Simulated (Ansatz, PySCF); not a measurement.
System: SeF₂, net charge 0, singlet state. SMILES: [Se](F)F
Geometry from a B3LYP-D3(BJ)/def2-TZVP (Ansatz, a program for electronic structure) optimisation:
```
Se
F 1 1.7472
F 1 1.7472 2 96.84
```
Charge 0, spin multiplicity 1.

Unscaled harmonic wavenumbers (cm⁻¹) in rising order, each level at the stationary point that it reaches from this structure (no distance between atoms moves by over 0.3 Å); the order of modes can differ between levels, and a negative number is imaginary. B3LYP-D3(BJ)/def2-TZVP (PySCF, at the structure above): 258, 663, 694.

HF/6-31G* with LANL2DZ past Ar (Ansatz): 286, 734, 757. Zero-point energy 2.5 against 2.3 kcal/mol; where all levels lie over 400 cm⁻¹, the wavenumbers are on average 1.098 times those of B3LYP-D3(BJ)/def2-TZVP.

B3LYP/6-31G* with LANL2DZ past Ar (Ansatz): 229, 639, 657. Zero-point energy 2.2 against 2.3 kcal/mol; where all levels lie over 400 cm⁻¹, the wavenumbers are on average 0.955 times those of B3LYP-D3(BJ)/def2-TZVP.
